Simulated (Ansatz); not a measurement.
Reaction (ligand exchange at a B–C bond): `CNB(C)Cl` + HCl → `CNB(Cl)Cl` + CH₄

Isolated molecules relaxed with PBE0-D4/def2-TZVP in Ansatz; ΔE leaves out vibrations. CCSD(T)/CBS is the MP2 limit (def2-TZVPP, def2-QZVPP) plus CCSD(T) − MP2 in def2-TZVPP, frozen cores. This one scheme is used for every species. Functionals use def2-TZVPP. B3LYP here is the variant with VWN-RPA as its local correlation; programs differ in this. HSE06 is defined as in plane-wave codes. Each species was taken in one conformer, which may not be the lowest.

```csv
level,ΔE (kJ/mol),difference from CCSD(T)/CBS
LDA (SPW92),-74.8,1.0
B3LYP-D4,-79.6,-3.8
r2SCAN0-D4,-80.1,-4.3
PBE-QIDH,-79.2,-3.4
PBE,-79.4,-3.6
r2SCAN0,-80.4,-4.6
HSE06,-78.4,-2.6
CAM-B3LYP,-77.4,-1.6
LC-ωPBE,-76.1,-0.3
RPA@PBE/def2-TZVPP,-73.7,2.1
MP2/def2-SVP,-90.5,-14.7
CCSD/def2-SVP,-85.3,-9.5
CCSD(T)/def2-SVP,-86.0,-10.2
CCSD/def2-TZVPP,-74.2,1.6
CCSD(T)/def2-TZVPP,-75.4,0.4
HF/def2-QZVPP,-78.9,-3.1
CCSD(T)/CBS,-75.8,0
```

Largest T1 diagnostic among the species: 0.011.

At CCSD(T), def2-SVP lies −10.2 kJ/mol from the extrapolated value and def2-TZVPP +0.4 kJ/mol. Leaving LDA and LC-ωPBE aside and taking each functional with its dispersion term where it has one, the values, not all of them listed here, spread over 4.6 kJ/mol, from B97M-V to CAM-B3LYP-D4. LDA lies +4.6 kJ/mol from PBE without D4.
